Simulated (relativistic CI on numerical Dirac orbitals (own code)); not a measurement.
**Hyperfine structure of Os49+, mass number 187**

Method of calculation: Dirac-Coulomb-Breit CI, KLI orbitals optimised for each configuration, model QED (radiative potential, 1s self-energy scaled to tabulated hydrogen-like ionisation energies), unscaled Slater integrals (own radial code, finite nucleus).

CI space (outside the closed core [Ne]): 3s²3p⁶3d⁹, 3s²3p⁵3d¹⁰, 3s3p⁶3d¹⁰, 3s²3p⁶3d⁸4s, 3s²3p⁶3d⁸4p, 3s²3p⁴3d¹⁰4s, 3s²3p⁶3d⁸4d, 3s²3p⁴3d¹⁰4p, 3s²3p⁵3d⁹4s, 3s²3p⁶3d⁸4f, 3s²3p⁴3d¹⁰4d, 3s3p⁵3d¹⁰4s, 3s²3p⁵3d⁹4p, 3s3p⁵3d¹⁰4p, 3s²3p⁶3d⁷4s², 3s²3p⁵3d⁹4d. Levels of other configurations are missing.

Nuclear spin I = 1/2, μ = 0.06442 μN (tables of Stone and Pyykkö). The electronic factors are computed for point nuclear moments, without core polarisation or the Bohr-Weisskopf and QED corrections.

```
            Level   E (eV)  A (GHz)
  3s²3p⁶3d⁹ ²D5/2     0.00    5.379
  3s²3p⁶3d⁹ ²D3/2    75.98    13.82
3s²3p⁵3d¹⁰ ²P°3/2   473.34    26.42
3s²3p⁵3d¹⁰ ²P°1/2   826.25    246.3
  3s3p⁶3d¹⁰ ²S1/2  1076.34    767.7
3s²3p⁶3d⁸4s ⁴F9/2  1724.39     34.7
3s²3p⁶3d⁸4s ²F7/2  1727.59   -23.86
3s²3p⁶3d⁸4s ²D3/2  1736.20    -47.1
```

Levels with J = 0, under 50 % of one LS term, or S terms without an open s electron are left out. Small factors come from cancelling terms and can be off by tens of per cent or more.

At this charge energies of transitions that change n are usually good to better than 1 %, and those within a shell (Δn = 0) to a few per cent.

Task: Give the hyperfine levels of 3s²3p⁶3d⁹ ²D5/2 relative to its centre of gravity.

Result: With K = F(F + 1) − I(I + 1) − J(J + 1), E = AK/2: F = 2: -9.412, F = 3: 6.723 GHz.

LS names give the leading component of a level, which can be under half, so a name can repeat, a term be missing and a line seem to break the LS rules.
